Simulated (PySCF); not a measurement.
# Exercise with solution: oscillator strength and radiative lifetime

CH8FNSi2, SMILES NC[SiH2][SiH2]F.

Geometry optimised at PBE0-D3(BJ)/def2-SVP. The structure was generated by enumeration, and PubChem lists no compound with its InChIKey, so it may never have been made. One conformer was computed; it need not be the lowest.

TDA-ωB97X/def2-SVPD run with PySCF 2.14.0 puts the first singlet state with f over 0.02 at 6.25 eV (vertical), with the transition dipole (-0.567, -0.029, 0.131) in atomic units.

Task: Find the oscillator strength, the wavelength and the radiative lifetime that this transition would have in vacuum if emission retraced absorption.

Result: 
|μ|² = 0.3395 au, so |μ| = 1.48 D. ΔE = 6.25/27.211 = 0.2297 hartree. f = (2/3) ΔE |μ|² = 0.052 (the program prints 0.052).
λ = 1239.84/6.25 = 198 nm; ν = 50410 cm⁻¹.
Einstein's coefficient A = 0.6670 ν² f s⁻¹ (ν in cm⁻¹) = 8.8e7 s⁻¹, so τ = 1/A = 11 ns. This state is S2; the lower singlet has f = 0.013. The figure is the radiative limit of this one transition; relaxation, internal conversion, crossing to triplets and a medium change what is measured.
